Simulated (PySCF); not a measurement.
Structure with atom numbers: `[SiH3:1][CH2:2][Si:3]1([Cl:4])[CH:5]=[CH:6][CH:7]=[CH:8]1` (H(Xn): hydrogen on atom n).

Geometry: PBE0-D3(BJ)/def2-SVP; GIAO absolute shieldings from PySCF 2.14.0 with density-fitted response routines, gas phase, non-relativistic, averaged over equivalent atoms.

At PBE0/pcSseg-1 (202 basis functions, 29 s wall time on 1 thread of an Arm Neoverse V2, shared host):
| atoms | σ (ppm) |
| --- | --- |
| Si3 | 327.6 |
| Si1 | 419.1 |
| C6/C7 | 28.6 |
| C5/C8 | 48.1 |
| C2 | 191.4 |
| Cl4 | 979.2 |
| H(C6)/H(C7) | 24.27 |
| H(C5)/H(C8) | 25.14 |
| H(Si1) | 27.14 |
| H(C2) | 31.24 |

Question: Predict the values at B97-2/pcSseg-1 on the same geometry.

Answer: 
```tsv
atoms	σ at B97-2/pcSseg-1	change
Si3	334.8	+7.2
Si1	422.1	+3.0
C6/C7	31.5	+2.9
C5/C8	51.3	+3.2
C2	190.6	-0.8
Cl4	981.2	+2.0
H(C6)/H(C7)	24.44	+0.17
H(C5)/H(C8)	25.34	+0.20
H(Si1)	27.33	+0.19
H(C2)	31.36	+0.12
```

The largest change is at Si3 (silicon bonded to 3 C, Cl, in a 5-membered ring). Cost: 202 basis functions, 28 s wall time on 1 thread of an Arm Neoverse V2, shared host. The order of the carbon signals is the same at both levels.
